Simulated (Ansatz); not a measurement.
ReO₃⁺. The state is a singlet with charge 1. Geometry r2SCAN-D4/def2-TZVP; atoms count from 1.

```
atom   x (Å)   y (Å)   z (Å)
 Re1   0.306   0.246  -0.672
  O2  -0.089  -1.226  -1.291
  O3  -0.746   0.745   0.785
  O4   0.530   0.235   1.179
```

In the def2 sets Re takes a core potential; there is no spin–orbit coupling. The structure holds one bond between oxygen atoms, so isomers without such links may lie far lower. The restricted singlet is unstable: a solution with broken spin symmetry lies lower. The geometry of the singlet was relaxed on an unsound state (restricted singlet, unstable towards broken spin symmetry). At PBE0-D4/def2-TZVP a triplet of charge 1 lies 0.19 eV below the restricted singlet, each at its own geometry. That triplet is doubtful there (⟨S²⟩ 2.35, where a pure state has 2.00). The structure comes from a short search, and lower isomers may exist.

Estimate the Mulliken populations from the PBE0/def2-TZVP orbitals of Ansatz.


| atom | charge (e) | d electrons |
| --- | --- | --- |
| Re1 | 1.46 | 4.95 |
| O2 | -0.23 | – |
| O3 | -0.12 | – |
| O4 | -0.12 | – |
Mulliken values and Mayer orders depend strongly on the basis.

And the Mayer bond orders between bonded heavy atoms (over 0.3)?

Re1–O2 2.29 (1.65 Å); Re1–O3 1.19 (1.87 Å); Re1–O4 1.19 (1.87 Å); O3–O4 0.92 (1.43 Å).
